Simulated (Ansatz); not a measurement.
Cost and result for the atomization energy of BrH$_{3}$NOSi (`N[Si](O)Br`) radical (7 atoms, 6 bonds).

The species carries charge 0 and has multiplicity 2. Correlated methods include outer-core shells of Br, which these sets cover unevenly. Scalar relativity is left out up to krypton. All single points use the PBE0-D4/def2-TZVP geometry. It is one conformer, not always the lowest. Program: Ansatz. All runs use 4 threads of an Arm Neoverse V1 on a shared host. Times are those of one run each, without the atoms' runs, and a repeat can differ threefold. Electronic energies, without spin–orbit coupling; frozen cores. CCSD(T)/CBS adds CCSD(T) − MP2 in def2-TZVPP to the MP2 limit, and its time is that of the two runs behind it. T1 = 0.012; ⟨S²⟩ of the reference is 0.76. With those shells the extrapolation isn't a true limit. B3LYP takes the VWN-RPA correlation (the form of Gaussian; ORCA's B3LYP/G).

CCSD(T)/CBS is a level of theory with its own doubt, some kJ/mol a heavy atom from the limit and from the frozen cores, so smaller differences don't rank the functionals.

```csv
level,functions,wall time,atomization (kcal/mol),difference from CCSD(T)/CBS,per bond
LDA (SPW92)/def2-TZVPP,194,1.4 s,663.9,90.7,15.1
PBE-D4/def2-TZVPP (with forces),194,3 s,584.3,11.1,1.8
PBE0-D4/def2-TZVPP,194,4.3 s,568.6,-4.6,-0.8
B3LYP-D4/def2-TZVPP (with forces),194,4.9 s,569.9,-3.3,-0.5
CAM-B3LYP-D4/def2-TZVPP,194,5.5 s,572.3,-0.9,-0.2
B2PLYP/def2-TZVPP,194,6.5 s,563.1,-10.1,-1.7
PBE-QIDH/def2-TZVPP,194,6.5 s,562.9,-10.3,-1.7
r2SCANh-D4/def2-TZVPP,194,7.5 s,568.7,-4.5,-0.8
B97M-V/def2-TZVPP,194,10 s,569.9,-3.3,-0.6
CCSD(T)/def2-SVP,93,13 s,511.3,-61.9,-10.3
MP2/def2-QZVPP,363,22 s,580.5,7.3,1.2
CCSD(T)/def2-TZVPP,194,5.1 min,549.7,-23.5,-3.9
CCSD(T)/CBS(def2),–,5.5 min,573.2,0.0,0.0
```

From r2SCAN to r2SCAN0 (25 % exact exchange), in def2-TZVPP and without D4, the atomization energy moves by −13.9 kcal/mol: exact exchange takes away binding that semilocal exchange gives to molecules. At CCSD(T), def2-SVP lies −61.9 kcal/mol from the extrapolated value and def2-TZVPP −23.4 kcal/mol: correlation converges slowly with the basis, and small sets miss more of it in the bonded molecule than in its fragments. Leaving LDA and LC-ωPBE aside and taking each functional with its dispersion term where it has one, the values, not all of them listed here, spread over 36.6 kcal/mol, from BHLYP-D4 to PBE-D4. LDA lies +83.5 kcal/mol from PBE without D4, its usual overbinding.
